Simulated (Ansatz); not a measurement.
Cartesian coordinates (Å):
SMILES: [CH3][In]([F])[F]
```xyz
7

C     -1.1003    -0.0198     0.0673
In     1.0334     0.0204    -0.0686
F      2.2324    -1.5269    -0.0979
F      2.1685     1.6114    -0.1860
H     -1.4686    -0.8680    -0.5037
H     -1.3724    -0.1310     1.1146
H     -1.4931     0.9139    -0.3257
```
Charge 0, multiplicity 1.

Method: frozen-core CCSD(T)/def2-TZVPP // B3LYP-D3(BJ)/def2-TZVP (Ansatz, an electronic-structure program).

- HF energy = -427.86783 Ha
- MP2 correlation energy = -0.96758 Ha

**Question.** Estimate the CCSD correlation energy, the (T) correction, the total energy and the T1 diagnostic.

**Answer.** 
```
Property                        Result
-----------------------  -------------
CCSD correlation energy    -0.97148 Ha
(T) correction             -0.03080 Ha
CCSD(T) total energy     -428.87010 Ha
T1 diagnostic                    0.016
```
